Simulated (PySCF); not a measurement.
These compounds are isomers of formula C$_{6}$H$_{7}$FO$_{2}$.

A. `C1=COC(OC)=C[C@H]1F`
B. SMILES CO/C=C(\C)C(F)=C=O
C. `InChI=1S/C6H7FO2/c7-5-9-6-3-1-2-4-8-6/h2-4H,1,5H2`

Spectrum 1. 1H NMR (500 MHz, computed): δ 6.88 (m, 1H), 6.02 (m, 1H), 5.68 (m, 1H), 4.91 (m, 1H), 3.89 (s, 3H). 13C{1H} NMR (computed): δ 166.4 (C), 148.8 (CH), 111.0 (CH), 83.8 (CH), 81.7 (CH), 54.6 (CH3).

Spectrum 2. 1H NMR (500 MHz, computed): δ 6.30 (d, 1H), 5.96 (m, 2H), 4.96 (m, 1H), 4.10 (t, 1H), 3.16 (m, 2H). 13C{1H} NMR (computed): δ 160.8 (C), 146.6 (CH), 109.8 (CH), 103.6 (CH2), 77.2 (CH), 25.7 (CH2).

Spectrum 3. 1H NMR (500 MHz, computed): δ 6.04 (m, 1H), 3.90 (s, 3H), 1.59 (s, 3H). 13C{1H} NMR (computed): δ 287.8 (C), 142.3 (CH), 140.4 (C), 102.0 (C), 60.8 (CH3), 9.1 (CH3).

PySCF 2.14 calculation with σ from GIAO-PBE0/pcSseg-1 and GFN2-xTB structure; no relativistic terms, one averaged value for each set of equivalent atoms, no solvent model, one computed conformer.

Referencing at the same level of theory: 1H and 13C against TMS. Splittings of carbon signals by F and P are missing where no couplings were computed. Where no couplings were computed, multiplicities follow the n + 1 count of equivalent neighbours, and m marks all less simple cases (inequivalent or close neighbours, rings, F or P nearby). Shifts are as computed. Against solution values, carbons near 30 ppm lie about +3 ppm off and those near 130 ppm about +5 ppm. Of 1211 compounds with measured shifts, 218 miss one by over three times the rms of a fit or turn the order of signals round; such compounds aren't used in these exercises.

**Question.** Which spectrum belongs to which compound?

**Answer.** 1–A, 2–C, 3–B.

- Spectrum 1 (A): 6 13C signals; δC 166.4 is an alkene carbon bearing oxygen; δC 148.8 is an alkene carbon bearing oxygen.
- Spectrum 2 (C): 6 13C signals; δC 160.8 is an alkene carbon bearing oxygen; δC 146.6 is an alkene carbon bearing oxygen.
- Spectrum 3 (B): 6 13C signals; δC 142.3 is an alkene carbon bearing oxygen; δC 102.0 is a β carbon of an enol-ether or enamine type C=C.
